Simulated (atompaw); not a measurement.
## Cd PAW (atompaw): all-electron and pseudo phase curves

```json
{
 "Element": "cadmium",
 "Generator": "atompaw 4.2.0.5",
 "Type": "PAW",
 "Functional": "LDA (PW92)",
 "Relativity": "scalar-relativistic",
 "Frozen core": "[Ar] 3d10",
 "Valence charge": "20",
 "Reference configuration": "4s2 4p6 4d10 5s2 5p0",
 "Partial waves": "4s (bound): rc 1.30 bohr; 5s (bound): rc 1.70 bohr; 4p (bound): rc 1.50 bohr; 5p (bound, empty): rc 1.70 bohr; 4d (bound): rc 1.60 bohr; 4d channel at 0.65 Ry: rc 1.70 bohr",
 "Local potential": "vpsmatchnc scheme with l = 3 at -0.5 Ry, radius 1.20 bohr",
 "Core correction": "smooth core density matched at 1.38 bohr",
 "Augmentation charge": "besselshape compensation charge, radius 1.50 bohr; PAW radius 1.70 bohr; waves and projectors: custom polynom gramschmidtortho"
}
```

The phase is arctan(r·u′/u) with u = r·R(r), unwrapped; energies in Ry, scanned from -10 to 5 Ry. A pole is an energy at which the radial function vanishes at the test radius. The pseudo phase is shifted by a multiple of π to meet the all-electron one at the reference energy, and phase errors are pseudo minus all-electron; the curves can meet again beyond the range given. Levels narrower than the energy grid can be missing from the lists of poles.

Task: For each channel, where are the poles, and over which energies does the pseudopotential scatter like the atom?

Result:

```
channel  radius (bohr)  reference energy (Ry)  poles, all-electron  poles, pseudo  unbroken range about the reference energy with phases within 0.05 rad  phase error 1 Ry above the reference energy (rad)
      s           1.70                  -0.44                -7.45          -7.45                                                        the whole range                                             -0.000
      p           1.70                  -0.10                -4.34    -4.34, 4.18                                                              below 2.1                                             -0.002
      d           1.70                  -0.87                 0.54           0.54                                                              below 4.0                                             -0.000
```

Note: ghost state, extra bound levels that the all-electron valence spectrum of the same l lacks: s at -198.8 eV. A true bound ghost makes a file unfit for plane-wave use.

Phases in the p channel:

```json
{"E (Ry)": "-10.00", "all-electron": "1.351", "pseudo": "1.349"}
{"E (Ry)": "-9.52", "all-electron": "1.342", "pseudo": "1.340"}
{"E (Ry)": "-9.04", "all-electron": "1.330", "pseudo": "1.328"}
{"E (Ry)": "-8.56", "all-electron": "1.317", "pseudo": "1.315"}
{"E (Ry)": "-8.08", "all-electron": "1.299", "pseudo": "1.297"}
{"E (Ry)": "-7.60", "all-electron": "1.276", "pseudo": "1.274"}
{"E (Ry)": "-7.12", "all-electron": "1.243", "pseudo": "1.240"}
{"E (Ry)": "-6.64", "all-electron": "1.189", "pseudo": "1.186"}
{"E (Ry)": "-6.16", "all-electron": "1.081", "pseudo": "1.077"}
{"E (Ry)": "-5.68", "all-electron": "0.748", "pseudo": "0.742"}
{"E (Ry)": "-5.20", "all-electron": "-0.741", "pseudo": "-0.743"}
{"E (Ry)": "-4.72", "all-electron": "-1.429", "pseudo": "-1.430"}
{"E (Ry)": "-4.24", "all-electron": "-1.594", "pseudo": "-1.594"}
{"E (Ry)": "-3.76", "all-electron": "-1.668", "pseudo": "-1.669"}
{"E (Ry)": "-3.28", "all-electron": "-1.714", "pseudo": "-1.715"}
{"E (Ry)": "-2.80", "all-electron": "-1.749", "pseudo": "-1.750"}
{"E (Ry)": "-2.32", "all-electron": "-1.778", "pseudo": "-1.780"}
{"E (Ry)": "-1.84", "all-electron": "-1.807", "pseudo": "-1.807"}
{"E (Ry)": "-1.36", "all-electron": "-1.835", "pseudo": "-1.836"}
{"E (Ry)": "-0.88", "all-electron": "-1.866", "pseudo": "-1.866"}
{"E (Ry)": "-0.40", "all-electron": "-1.900", "pseudo": "-1.900"}
{"E (Ry)": "0.08", "all-electron": "-1.941", "pseudo": "-1.941"}
{"E (Ry)": "0.56", "all-electron": "-1.991", "pseudo": "-1.991"}
{"E (Ry)": "1.04", "all-electron": "-2.054", "pseudo": "-2.058"}
{"E (Ry)": "1.52", "all-electron": "-2.139", "pseudo": "-2.151"}
{"E (Ry)": "2.00", "all-electron": "-2.257", "pseudo": "-2.295"}
{"E (Ry)": "2.48", "all-electron": "-2.431", "pseudo": "-2.549"}
{"E (Ry)": "2.96", "all-electron": "-2.690", "pseudo": "-3.061"}
{"E (Ry)": "3.44", "all-electron": "-3.054", "pseudo": "-3.871"}
{"E (Ry)": "3.92", "all-electron": "-3.466", "pseudo": "-4.484"}
{"E (Ry)": "4.40", "all-electron": "-3.812", "pseudo": "-4.879"}
{"E (Ry)": "4.88", "all-electron": "-4.053", "pseudo": "-5.272"}
```
